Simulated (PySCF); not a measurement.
## A single-point calculation

[BiF2]+ (singlet). PySCF 2.14.0, RKS CAM-B3LYP, Bi def2-SVP with ECP60, F def2-SVP; non-relativistic Hamiltonian with scalar-relativistic core potentials where named; density fitting; no spin-orbit coupling. Purpose: singlet excitations, Tamm-Dancoff CAM-B3LYP.

```python
mol = gto.M(atom='''
Bi    -0.00000     0.00000    -0.47557
F      1.46017    -0.00000     0.85394
F     -1.46017     0.00000     0.85394''',
    basis={'Bi': 'def2-SVP', 'F': 'def2-SVP'},
    ecp={'Bi': 'def2-SVP'},
    charge=1, spin=0)
mf = dft.RKS(mol, xc='CAMB3LYP')
mf.grids.atom_grid = (50, 194)
mf = mf.density_fit()  # fitting sets: Bi def2-universal-JKFIT, F def2-universal-JKFIT
mf.conv_tol = 1e-08; mf.max_cycle = 55
mf.kernel(dm0)  # dm0: converged density of the relaxed state
td = mf.TDA(); td.nstates = 8; td.kernel()
```

Run from Python with OMP_NUM_THREADS=2; the lines above give its settings. Where DIIS fails, smearing, a level shift and second-order steps follow.
It took 4.9 s on 2 threads of Arm Neoverse V1 (shared host), from an already converged density.

Q: Where do the frontier levels lie, over both spins?

A: HOMO -18.23 eV, LUMO -9.80 eV. 

Q: What are the Mulliken charges and spins?

A: 
```json
{"atom": "Bi1", "charge (e)": "1.681", "spin (e)": "0.000"}
{"atom": "F2", "charge (e)": "-0.340", "spin (e)": "0.000"}
{"atom": "F3", "charge (e)": "-0.340", "spin (e)": "0.000"}
```

Q: Which singlet excitations follow (Tamm-Dancoff, 8 states)?

A: 
| state | eV | oscillator strength |
| --- | --- | --- |
| 1 | 4.65 | 0.0218 |
| 2 | 4.81 | 0.0000 |
| 3 | 5.63 | 0.0064 |
| 4 | 5.86 | 0.0160 |
| 5 | 6.26 | 0.0000 |
| 6 | 6.33 | 0.0037 |
| 7 | 7.53 | 0.0075 |
| 8 | 7.54 | 0.0097 |

The geometry was relaxed with PBE0 (Bi def2-SVP with ECP60, F def2-SVP).
